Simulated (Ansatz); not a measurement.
Cost and result for the atomization energy of AlClGeH$_{4}$ (7 atoms, 7 bonds).

Z-matrix (Å, degrees):
```
Al
Cl 1 2.343
Ge 1 2.464 2 59.5
H 1 1.578 2 109.4 3 -108.6
H 1 1.578 2 109.4 3 108.6
H 3 1.546 1 125.8 2 -78.2
H 3 1.546 1 125.8 2 78.2
```

Total charge 0; spin multiplicity 1. Correlated methods include outer-core shells of Ge, which these sets cover unevenly. Scalar relativity is left out up to krypton. The bonds changed during the relaxation, so this is another structure than the one it started from. All single points use the PBE0-D4/def2-TZVP geometry. Program: Ansatz. All runs use 4 threads of a server CPU on a shared host. Times are those of one run each, without the atoms' runs, and a repeat can differ threefold. Electronic energies, without spin–orbit coupling; frozen cores. CCSD(T)/CBS adds CCSD(T) − MP2 in def2-TZVPP to the MP2 limit, and its time is that of the two runs behind it. T1 = 0.011. With those shells the extrapolation isn't a true limit.

CCSD(T)/CBS is a level of theory with its own doubt, some kJ/mol a heavy atom from the limit and from the frozen cores, so smaller differences don't rank the functionals.

| level | functions | wall time | atomization (kJ/mol) | difference from CCSD(T)/CBS | per bond |
| --- | --- | --- | --- | --- | --- |
| LDA (SPW92)/def2-TZVPP | 188 | 1.4 s | 1960.6 | 191.9 | 27.4 |
| revPBE-D4/def2-TZVPP | 188 | 2.1 s | 1705.8 | -62.9 | -9.0 |
| PBE-D4/def2-TZVPP (with forces) | 188 | 2.7 s | 1737.2 | -31.5 | -4.5 |
| CCSD(T)/def2-SVP | 88 | 2.9 s | 1640.9 | -127.8 | -18.3 |
| PBE0-D4/def2-TZVPP | 188 | 3.3 s | 1731.0 | -37.7 | -5.4 |
| CAM-B3LYP-D4/def2-TZVPP | 188 | 4 s | 1745.7 | -23.0 | -3.3 |
| B2PLYP/def2-TZVPP | 188 | 5.5 s | 1720.0 | -48.7 | -7.0 |
| r2SCANh-D4/def2-TZVPP | 188 | 6.5 s | 1763.6 | -5.1 | -0.7 |
| ωB97X-V/def2-TZVPP | 188 | 9 s | 1774.6 | 5.9 | 0.9 |
| ωB97M-V/def2-TZVPP (with forces) | 188 | 13 s | 1756.0 | -12.7 | -1.8 |
| MP2/def2-QZVPP | 349 | 18 s | 1740.3 | -28.4 | -4.0 |
| CCSD(T)/def2-TZVPP | 188 | 52 s | 1725.5 | -43.2 | -6.2 |
| CCSD(T)/CBS(def2) | – | 70 s | 1768.7 | 0.0 | 0.0 |

Leaving LDA and LC-ωPBE aside and taking each functional with its dispersion term where it has one, the values, not all of them listed here, spread over 103.9 kJ/mol, from revPBE-D4 to B97M-V. LDA lies +238.7 kJ/mol from PBE without D4, its usual overbinding. In def2-TZVPP, CCSD(T) changes the Hartree–Fock value by +423.6 kJ/mol (the triples alone add +23.0 kJ/mol) and MP2 by +413.3 kJ/mol; breaking electron pairs costs correlation energy, which Hartree–Fock lacks. From PBE to PBE0 (25 % exact exchange), in def2-TZVPP and without D4, the atomization energy moves by −3.8 kJ/mol: exact exchange takes away binding that semilocal exchange gives to molecules.
